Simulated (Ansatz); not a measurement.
```yaml
crystal:
  periodic: [false, false, false]
  atoms:
    - {symbol: F, position_ang: [0.460568, -4.292320, 2.861084]}
    - {symbol: B, position_ang: [0.894832, -2.353705, 1.368189]}
    - {symbol: O, position_ang: [-0.940646, -0.676358, 0.768583]}
    - {symbol: Si, position_ang: [-0.442867, 1.892544, -1.186976]}
    - {symbol: Zn, position_ang: [3.543801, -0.328154, -0.877910]}
    - {symbol: H, position_ang: [-1.194516, 4.139806, 0.332880]}
    - {symbol: H, position_ang: [-2.321173, 1.618167, -3.265870]}
basis:
  gaussian: {orbitals: def2-mTZVPP}
hamiltonian: {xc: {name: B97}}
```

```sh
$ ansatz run in.yaml --threads 4 --pin off --events-out ev --progress --plain --max-ram 10444MiB
```

Output, abridged:

```
Functional definition: B97
1271 factors; their error is unknown
mean field evaluation 1: about -61706.8284 eV, gradient 1.1e2 eV
mean field evaluation 2: about -60856.7298 eV, gradient 2.6e2 eV
mean field evaluation 4: about -61561.7738 eV, gradient 1.5e2 eV
mean field evaluation 8: about -61744.1665 eV, gradient 2.3e1 eV
mean field evaluation 16: about -61747.0152 eV, gradient 2.6e-5 eV
mean field -61747.01516490 eV, -2269.1609536798 hartree, gradient 1.6e-6 eV, S^2 0.000000; 10 other end points of the search recorded, 0 dependent functions left out
reference -61747.01519798 eV, -2269.1609548955 hartree; 34, 34 occupied and 103, 103 virtual orbitals, 1271 factors
Total energy: -61747.01519798 eV, -2269.1609548955 hartree
```

**Question.** What is wrong with this run?

**Answer.** The coordinates are in bohr but typed as ångström. Self-consistency was reached. The result belongs to that input, not to the molecule as meant.
